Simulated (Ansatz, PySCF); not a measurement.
C₅H₅FO, SMILES C#C[C@@]1(F)CCO1. Atoms are numbered in the order given.

```xyz
12

C      1.8722     0.1618     1.8992
C      1.1240     0.0267     0.9617
C      0.1770    -0.1549    -0.1549
F      0.8296    -0.7955    -1.1773
C     -1.2016    -0.7719     0.1337
C     -1.7331     0.5529    -0.4337
O     -0.3894     1.0446    -0.6050
H      2.5457     0.2888     2.7294
H     -1.3898    -1.6720    -0.4656
H     -1.4115    -0.9589     1.1942
H     -2.2711     0.4891    -1.3933
H     -2.3033     1.1809     0.2687
```
Charge 0, spin multiplicity 1.

Coordinates come from a ωB97X-D3(BJ)/def2-SVP optimisation. The structure was generated by enumeration; whether it is a known compound was not checked.

Two levels are set side by side: PBE-D3(BJ)/def2-SVP (Ansatz, a first-principles code) and ωB97X-D3(BJ)/def2-SVP (PySCF). Each level has its own optimised geometry; the coordinates shown are those of the second. Frequencies come from the Hessian of PySCF at each geometry. Differences are taken from unrounded values.

```tsv
quantity	ωB97X-D3(BJ)	PBE-D3(BJ)	PBE-D3(BJ) minus ωB97X-D3(BJ)
mean bond length (Å)	1.287	1.295	0.008
bond C1–C2 (Å)	1.207	1.221	0.014
bond C2–C3 (Å)	1.475	1.466	-0.009
bond C3–F4 (Å)	1.372	1.389	0.017
bond C3–C5 (Å)	1.538	1.546	0.009
bond C3–O7 (Å)	1.401	1.418	0.018
bond C5–C6 (Å)	1.536	1.538	0.002
bond C6–O7 (Å)	1.441	1.453	0.012
bond C1–H8 (Å)	1.077	1.081	0.005
bond C5–H9 (Å)	1.098	1.105	0.008
bond C5–H10 (Å)	1.097	1.105	0.007
bond C6–H11 (Å)	1.102	1.111	0.009
bond C6–H12 (Å)	1.101	1.110	0.009
highest harmonic wavenumber (cm⁻¹)	3483	3405	-78
mean harmonic wavenumber (cm⁻¹)	1312	1249	-63
zero-point energy (kcal/mol)	56.27	53.59	-2.69
```

GGA bonds tend to be longer and softer than those of functionals with exact exchange. Differences between two approximate levels are no errors against the true value.
